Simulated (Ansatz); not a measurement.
Computed with Ansatz on PBE0-D4/def2-TZVP structures; ΔE is electronic, products minus reactants. CBS: MP2 limit from def2 TZ/QZ plus the TZ coupled-cluster correction, frozen cores. This one scheme is used for every species. DFT in def2-TZVPP. B3LYP here is the variant with VWN-RPA as its local correlation; programs differ in this. def2 core potentials past Kr. For Te outer-core shells are correlated without core-valence functions, which leaves a few kJ/mol of doubt a bond. One conformer a species, not always the lowest.

`N=C(S)[TeH]` + `BCl` → `ClB[TeH]` + `N=CS`  (formal exchange of groups at a Te–C bond)

`N=C(S)[TeH]`:

```xyz
7

N    -0.773    1.583    0.134
C    -0.222    0.457    0.037
S    -1.103   -1.075   -0.029
Te    1.900    0.491   -0.030
H    -1.791    1.543    0.117
H    -0.086   -1.856   -0.417
H     2.075   -1.144    0.188
```

`BCl`:

Cartesian coordinates in Å:
```
B 0.006 0.111 -0.105
Cl -0.061 -1.146 1.087
H -0.397 1.190 0.194
H 0.451 -0.155 -1.176
```

`ClB[TeH]`:

Z-matrix (Å, degrees):
```
B
Cl 1 1.738
Te 1 2.120 2 124.0
H 1 1.190 2 119.1 3 -180.0
H 3 1.658 1 95.2 2 0.0
```

`N=CS`:

Cartesian coordinates in Å:
```
N 0.113 0.192 -1.056
C 0.085 0.328 0.198
S -0.349 -0.961 1.295
H 0.390 1.062 -1.507
H 0.322 1.247 0.745
H -0.561 -1.868 0.325
```

| level | ΔE (kcal/mol) | difference from CCSD(T)/CBS |
| --- | --- | --- |
| PBE-D4 | -23.1 | -0.9 |
| PBE0-D4 | -23.8 | -1.6 |
| B3LYP-D4 | -21.3 | 0.9 |
| ωB97X-V | -22.6 | -0.4 |
| ωB97M-V | -22.6 | -0.4 |
| B2PLYP | -22.5 | -0.3 |
| PBE | -23.9 | -1.7 |
| PBE0 | -24.5 | -2.3 |
| B3LYP | -22.7 | -0.5 |
| MP2/def2-TZVPP | -22.3 | -0.1 |
| SCS-MP2/def2-TZVPP | -21.6 | 0.6 |
| CCSD(T)/def2-TZVPP | -22.7 | -0.5 |
| HF/def2-QZVPP | -22.7 | -0.5 |
| MP2/def2-QZVPP | -21.8 | 0.4 |
| SCS-MP2/def2-QZVPP | -21.3 | 0.9 |
| HF/CBS(def2) | -22.7 | -0.5 |
| CCSD(T)/CBS | -22.2 | 0 |

Largest T1 diagnostic among the species: 0.014.

The D4 term adds +1.3 kcal/mol with B3LYP and +0.7 kcal/mol with PBE0; it sums over pairs of atoms, weighted by their polarisabilities, and B3LYP, whose exchange is more repulsive, gets the larger term.
